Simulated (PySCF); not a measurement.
Gas-phase reaction: SnF4 + 3 O2 = SnO2 + 4 FO

Method: PySCF energies plus ideal-gas RRHO corrections (1 bar). † marks an energy on the PBE0/def2-TZVP geometry and frequencies; other levels use their own. MP2 and CCSD(T) freeze the core. Open shells (unrestricted): O2 (multiplicity 3), FO (multiplicity 2); the rest are closed-shell singlets. Spin-orbit splitting is ignored; it lowers the true energy and changes the entropy of FO. B3LYP is the form with VWN-RPA correlation. Sn: scalar-relativistic def2 core potential, no spin-orbit coupling. SnO2: computed as isolated molecules; such fragments, hydroxides, amides, oligomers or adducts are transient or little studied in the gas. MP2 isn't extrapolated to the basis-set limit. CCSD(T) isn't extrapolated to the basis-set limit. Warning, large T1 diagnostic: SnO2 (CCSD(T)/def2-SVP†).

```tsv
level	ΔH°(298 K), kJ
B3LYP/def2-TZVP†	1513
BLYP/def2-TZVP†	1430
CCSD(T)/def2-SVP†	1588
HF/def2-TZVP†	…
MP2/def2-SVP†	…
PBE/def2-SVP	1496
PBE0/def2-QZVP†	…
PBE0/def2-SVP†	…
PBE0/def2-TZVP	1554
```

What belongs in the gaps?


- HF/def2-TZVP†, ΔH°(298 K), kJ: 1627
- MP2/def2-SVP†, ΔH°(298 K), kJ: 1730
- PBE0/def2-QZVP†, ΔH°(298 K), kJ: 1563
- PBE0/def2-SVP†, ΔH°(298 K), kJ: 1577
